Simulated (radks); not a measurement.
Species: Ta. Configuration: [Xe] 4f14 5d3 6s2 (the NIST ground configuration).

Calculated with a radial shooting solver on a logarithmic mesh with Libxc functionals: scalar-relativistic Kohn-Sham, SOGGA, spin-polarised, spherical densities, point nucleus; open shells are filled with parallel spins first (spin-orbit coupling, left out, can overturn this in heavy ions).

Energy parts (hartree):
| part | energy |
|---|---|
| total | -15599.3908 |
| kinetic | 17141.4601 |
| electron-nucleus | -38535.3754 |
| Hartree | 6104.4495 |
| exchange-correlation | -309.9250 |

Orbitals (lengths in bohr, moments of r in powers of bohr; r(max) is where P^2 peaks; r(90%) holds 90 % of the orbital's charge):
\begin{tabular}{lrrrrrr}
orbital & occ. & eigenvalue (hartree) & <r^2> & r(90%) & <r^4> & r(max) \\ \hline
1s down & 1 & -2474.931 & 0.0004787 & 0.0340 & 6.205e-07 & 0.01168 \\
1s up & 1 & -2474.931 & 0.0004787 & 0.0340 & 6.205e-07 & 0.01168 \\
2s up & 1 & -425.2154 & 0.007377 & 0.122 & 0.00009387 & 0.06686 \\
2s down & 1 & -425.2118 & 0.007376 & 0.122 & 0.00009387 & 0.06686 \\
2p up & 3 & -372.6514 & 0.006085 & 0.115 & 0.00007330 & 0.05477 \\
2p down & 3 & -372.6485 & 0.006085 & 0.115 & 0.00007330 & 0.05477 \\
3s up & 1 & -97.39019 & 0.04798 & 0.300 & 0.003467 & 0.1887 \\
3s down & 1 & -97.38937 & 0.04798 & 0.300 & 0.003467 & 0.1887 \\
3p up & 3 & -81.75906 & 0.04868 & 0.306 & 0.003717 & 0.1866 \\
3p down & 3 & -81.75809 & 0.04868 & 0.306 & 0.003717 & 0.1866 \\
3d up & 5 & -63.51943 & 0.04040 & 0.288 & 0.002877 & 0.1519 \\
3d down & 5 & -63.51725 & 0.04040 & 0.288 & 0.002877 & 0.1519 \\
4s up & 1 & -19.83700 & 0.2377 & 0.659 & 0.08209 & 0.4289 \\
4s down & 1 & -19.83427 & 0.2377 & 0.659 & 0.08209 & 0.4289 \\
4p up & 3 & -14.70937 & 0.2708 & 0.709 & 0.1095 & 0.4496 \\
4p down & 3 & -14.70678 & 0.2707 & 0.709 & 0.1095 & 0.4496 \\
4d up & 5 & -8.14861 & 0.3176 & 0.785 & 0.1636 & 0.4615 \\
4d down & 5 & -8.14534 & 0.3173 & 0.785 & 0.1632 & 0.4615 \\
5s up & 1 & -2.68921 & 1.368 & 1.59 & 2.778 & 0.9896 \\
5s down & 1 & -2.65177 & 1.353 & 1.58 & 2.711 & 0.9867 \\
5p up & 3 & -1.46137 & 1.918 & 1.91 & 5.746 & 1.127 \\
5p down & 3 & -1.40943 & 1.888 & 1.89 & 5.578 & 1.121 \\
4f up & 7 & -0.90006 & 0.5263 & 1.08 & 0.7108 & 0.4412 \\
4f down & 7 & -0.89096 & 0.5164 & 1.07 & 0.6711 & 0.4410 \\
6s up & 1 & -0.21474 & 11.83 & 4.77 & 223.8 & 2.732 \\
6s down & 1 & -0.16853 & 13.45 & 5.13 & 299.9 & 2.843 \\
5d up & 3 & -0.15321 & 5.994 & 3.58 & 77.09 & 1.590 \\
5d down & 0 & -0.08895 & 7.105 & 3.96 & 125.5 & 1.576 \\
6p up & 0 & -0.05536 & 26.30 & 7.30 & 1243 & 3.745 \\
6p down & 0 & -0.03473 & 34.62 & 8.47 & 2291 & 4.080 \\
\end{tabular}

The highest occupied level is 5d up at -4.169 eV. For comparison, the ionisation energy in NIST's Atomic Spectra Database is 7.550 eV (measured). In exact Kohn-Sham theory the highest level is minus the ionisation energy, but local and semilocal functionals leave it too shallow, through self-interaction and a potential that decays too fast; potentials with the right tail come closer. The density falls to 0.001 e/bohr^3 at r = 4.87 bohr. Summed over all electrons, <r^2> = 70.82 bohr^2, which gives a Langevin (diamagnetic) susceptibility term of -56.1 x 10^-6 cm^3/mol.
